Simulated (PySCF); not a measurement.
Meta-tolunitrile, C8H7N.
Numbering: `[CH3:1][c:2]1[cH:3][cH:4][cH:5][c:6]([C:7]#[N:8])[cH:9]1` (hydrogens: H10, H11, H12 on C1; H13 on C3; H14 on C4; H15 on C5; H16 on C9)

The same species was optimised twice, with GFN2-xTB and with PBE0-D3(BJ)/def2-SVP (PySCF), and the same property calculations (PySCF, gas phase) were run on both structures.

```tsv
coordinate	GFN2-xTB	PBE0-D3(BJ)/def2-SVP	change
C6–C7 (Å)	1.414	1.433	+0.019
C7≡N8 (Å)	1.147	1.159	+0.012
C2–C9 (Å)	1.386	1.396	+0.010
C2–C3 (Å)	1.392	1.402	+0.010
C4–C5 (Å)	1.382	1.391	+0.009
C6–C9 (Å)	1.394	1.402	+0.008
C3–C4 (Å)	1.385	1.393	+0.008
C5–C6 (Å)	1.394	1.401	+0.007
C1–C2 (Å)	1.497	1.501	+0.004
C3–C2–C9 (°)	118.7	118.2	-0.5
C1–C2–C9 (°)	120.7	121.1	+0.4
C2–C9–C6 (°)	120.4	120.7	+0.3
C2–C3–C4 (°)	121.0	121.3	+0.3
C1–C2–C3 (°)	120.6	120.7	+0.1
C7–C6–C9 (°)	119.7	119.8	+0.1
C5–C6–C9 (°)	120.4	120.3	-0.1
C4–C5–C6 (°)	119.1	119.1	0.0
```

Rotational constants: A = 3347, B = 1219, C = 898.6 MHz (GFN2-xTB) against A = 3308, B = 1197, C = 883.9 MHz (PBE0-D3(BJ)/def2-SVP).

On the GFN2-xTB structure: HOMO (eV) -7.64 [PBE0/pcSseg-1]; LUMO (eV) -1.52 [PBE0/pcSseg-1]; dipole (D) 4.95 [PBE0/pcSseg-1]; GIAO shielding of C1 (ppm) 163.0 [PBE0/pcSseg-1]; GIAO shielding of C2 (ppm) 41.9 [PBE0/pcSseg-1]; GIAO shielding of C3 (ppm) 48.7 [PBE0/pcSseg-1]; GIAO shielding of C4 (ppm) 52.4 [PBE0/pcSseg-1]; GIAO shielding of C5 (ppm) 50.0 [PBE0/pcSseg-1]; GIAO shielding of C6 (ppm) 69.1 [PBE0/pcSseg-1]; GIAO shielding of C7 (ppm) 62.2 [PBE0/pcSseg-1]; GIAO shielding of N8 (ppm) -47.6 [PBE0/pcSseg-1].

What do these properties become on the PBE0-D3(BJ)/def2-SVP structure?

```csv
property,level,on GFN2-xTB,on PBE0-D3(BJ)/def2-SVP,change
HOMO (eV),PBE0/pcSseg-1,-7.64,-7.64,0.00
LUMO (eV),PBE0/pcSseg-1,-1.52,-1.57,-0.05
dipole (D),PBE0/pcSseg-1,4.95,4.99,+0.04
"energy, GFN2-xTB geometry as zero (kcal/mol)",PBE0/pcSseg-1,0.0,-0.3,-0.3
GIAO shielding of C1 (ppm),PBE0/pcSseg-1,163.0,161.4,-1.6
GIAO shielding of C2 (ppm),PBE0/pcSseg-1,41.9,40.1,-1.8
GIAO shielding of C3 (ppm),PBE0/pcSseg-1,48.7,46.0,-2.7
GIAO shielding of C4 (ppm),PBE0/pcSseg-1,52.4,50.3,-2.1
GIAO shielding of C5 (ppm),PBE0/pcSseg-1,50.0,47.9,-2.1
GIAO shielding of C6 (ppm),PBE0/pcSseg-1,69.1,66.3,-2.8
GIAO shielding of C7 (ppm),PBE0/pcSseg-1,62.2,60.0,-2.2
GIAO shielding of N8 (ppm),PBE0/pcSseg-1,-47.6,-53.2,-5.6
```

The heavy atoms differ by 0.018 Å rms after alignment. Among bonds between heavy atoms C6–C7 changes most (+0.019 Å). Changes are differences of the printed values. Neither structure is proved a minimum here.
